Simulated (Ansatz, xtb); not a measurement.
# GeHNO: 4 structures ranked

4 gas-phase structures of GeHNO, found in a search over its isomers (lower ones may exist). Each was relaxed with GFN2-xTB:

A. `[N]#[Ge][OH]`, a singlet
B. `[NH+]1=[Ge-][O]1`, a singlet
C. `[NH]=[Ge]=[O]`, a singlet
D. `O[N+]#[Ge-]`, a singlet

Question: Estimate their order in r2SCAN-D4/def2-SVP energy at these geometries, lowest first.

Answer: Calculated order at r2SCAN-D4/def2-SVP: C (0.0), D (6.3), B (7.2), A (26.1) kcal/mol. Less than 1 kcal/mol parts D and B, so the order within that pair means little.

Energies above the lowest of each column, in kcal/mol; the last columns are at PBE0-D3(BJ)/def2-SVP geometries and were run for some of them only (a dash: not run or not comparable):

```json
{"structure": "C", "GFN2-xTB": "3.6", "HF/STO-3G": "44.1", "r2SCAN-D4/def2-SVP": "0.0", "PBE0-D3(BJ)/def2-SVP": "0.0", "CCSD(T)/def2-TZVPP": "0.0"}
{"structure": "D", "GFN2-xTB": "12.4", "HF/STO-3G": "2.1", "r2SCAN-D4/def2-SVP": "6.3", "PBE0-D3(BJ)/def2-SVP": "2.5", "CCSD(T)/def2-TZVPP": "16.4"}
{"structure": "B", "GFN2-xTB": "0.0", "HF/STO-3G": "0.0", "r2SCAN-D4/def2-SVP": "7.2", "PBE0-D3(BJ)/def2-SVP": "2.6", "CCSD(T)/def2-TZVPP": "9.4"}
{"structure": "A", "GFN2-xTB": "26.9", "HF/STO-3G": "56.8", "r2SCAN-D4/def2-SVP": "26.1", "PBE0-D3(BJ)/def2-SVP": "–", "CCSD(T)/def2-TZVPP": "–"}
```

CCSD(T)/def2-TZVPP puts C lowest of those it was run on; GFN2-xTB picks B, HF/STO-3G picks B. CCSD(T)/def2-TZVPP orders those it was run on as C (0.0), B (9.4), D (16.4) kcal/mol. Frequencies (PBE0-D3(BJ)/def2-SVP) were run for B, C, D alone. Large T1 diagnostics make some coupled-cluster values less sure.

Over these structures GFN2-xTB departs from r2SCAN-D4/def2-SVP by 4.0 kcal/mol on average once a common shift is removed. A GFN2-xTB relaxation took about 0.077 s and the r2SCAN-D4/def2-SVP energy about 1.1 s on a shared host (Ansatz 0.2.0, xtb 6.7.1).
